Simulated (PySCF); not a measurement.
Isomers of C7H10N (doublet state). The calculation used PySCF 2.14.0, PBE0-D3(BJ)/def2-SVP geometry optimisation, gas phase. Energies are electronic, without zero-point or thermal terms, for one conformer each. No frequencies were run at this level. Point groups hold within 0.08 Å. The open-shell SCF solutions weren't tested for stability.

Question: Order them by energy at this level, lowest first, and give relative energies in kcal/mol.
A. `[CH3:1][CH2:2][C:3]1=[CH:4][CH:5]=[N:6][CH2:7][CH:8]1` (doublet state) with C1–C2–C3–C4 78°
B. `[CH3:1][CH2:2][C:3]1[CH:4]=[CH:5][N:6]=[CH:7][CH2:8]1` (doublet state) with C1–C2–C3–C4 -113°

Answer: B (0.0), A (2.3).

Neighbours under 5.0 kcal/mol apart (CC[C]1C=CN=CC1 and CCC1=CC=NC[CH]1) can change places with a better method, another conformer or zero-point energy.

```json
{"SMILES": "CC[C]1C=CN=CC1", "E (Eh)": "-326.85227", "E rel (kcal/mol)": "0.0", "dipole (D)": "2.72", "point group": "C1", "A, B, C (MHz)": "4542, 1426, 1176", "⟨S²⟩": "0.800"}
{"SMILES": "CCC1=CC=NC[CH]1", "E (Eh)": "-326.84857", "E rel (kcal/mol)": "2.3", "dipole (D)": "2.32", "point group": "C1", "A, B, C (MHz)": "4512, 1413, 1182", "⟨S²⟩": "0.798"}
```

Q: As an exercise, what shares would exp(−E/RT) give at 298.15 K from these electronic energies alone (no entropy, no degeneracies)?

A: RT = 0.592 kcal/mol: CC[C]1C=CN=CC1 98.1 %, CCC1=CC=NC[CH]1 1.9 %.
